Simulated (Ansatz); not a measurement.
Relaxation of C$_{2}$H$_{5}$NSSi (10 atoms, charge 0, multiplicity 1), to a largest force component of 0.015 eV/Å in at most 40 steps.

Method: RKS BHLYP-D4/def2-mTZVP in Ansatz 0.2.0.

```xyz
10
Properties=species:S:1:pos:R:3:forces:R:3
N 0.326 0.322 1.823 -1.56 3.73 0.91
Si 0.808 -0.206 0.314 0.96 -3.87 1.79
C -0.646 -0.974 -0.474 3.13 2.11 -0.06
C -0.117 0.109 -1.064 -2.58 -2.01 -0.67
S -0.573 1.036 -2.360 -0.63 1.69 -2.41
H -0.136 -0.389 2.328 -0.04 -0.88 0.68
H -0.454 1.030 1.666 1.74 -1.08 0.58
H 1.863 -1.254 0.420 0.37 1.00 -0.17
H -1.356 -1.717 -0.458 -1.55 -0.94 -0.65
H -1.594 0.241 -2.753 0.16 0.25 0.00
```

Where does it end, and by what steps?

The forces met the threshold. After 12 steps the energy has fallen by 1.681 eV; H6 moved furthest, 1.30 Å.

```csv
step,energy less start (eV),largest force component (eV/Å),accepted
0,0.0000,3.869,yes
1,-1.0664,1.978,yes
2,-1.4092,1.031,yes
3,-1.4993,0.720,yes
4,-1.5532,1.130,yes
5,-1.6078,0.403,yes
6,-1.6352,0.445,yes
7,-1.6586,0.650,yes
8,-1.6764,0.215,yes
9,-1.6798,0.078,yes
10,-1.6804,0.074,yes
11,-1.6808,0.022,yes
12,-1.6809,0.012,yes
```

```xyz
10
Properties=species:S:1:pos:R:3
N 0.163 0.235 1.948
Si 0.467 -0.515 0.458
C -0.791 -1.136 -0.640
C -0.241 -0.015 -1.120
S -0.443 1.024 -2.493
H 0.877 0.367 2.636
H -0.684 0.717 2.170
H 1.818 -1.075 0.552
H -1.583 -1.777 -0.984
H -1.463 0.372 -3.084
```

Time of the run: 48 s on 2 threads of Arm Neoverse V1, on a shared host, peak memory 0.26 GiB.
